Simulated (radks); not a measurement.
Results of a calculation; reference values are marked as such.
Question: The table gives one normalised radial function P(r) = r R(r) of Yb in [Xe] 4f14 6s2 (r in bohr). Code: a radial shooting solver on a logarithmic mesh with Libxc functionals. Model: scalar-relativistic Kohn-Sham, LDA (Slater exchange, Perdew-Wang correlation), spin-polarised, spherical densities, point nucleus.

r	P
0.003973	0.0371
0.006319	0.0448
0.01005	0.0458
0.01611	0.0304
0.02562	-0.0085
0.04075	-0.0590
0.06481	-0.0661
0.1039	0.0269
0.1653	0.1053
0.2628	-0.0356
0.4214	-0.1445
0.6702	0.1206
1.066	0.2312
1.695	-0.1534
2.718	-0.5349
4.322	-0.4826
6.874	-0.1872
11.02	-0.0237

Which n and l does it have? It may be an empty orbital.

Answer: n = 6, l = 0: the number of nodes gives n - l - 1 = 5, the rise at small r (about r^(l+1), flatter next to the nucleus through relativity) gives l, and the extent must fit the shell. The curve is that of 6s. 6s: eigenvalue -4.080 eV, 5 radial nodes at r = 0.0236, 0.0938, 0.244, 0.566, 1.46 bohr, <r> = 3.87 bohr, 90 % of the charge inside 5.79 bohr.
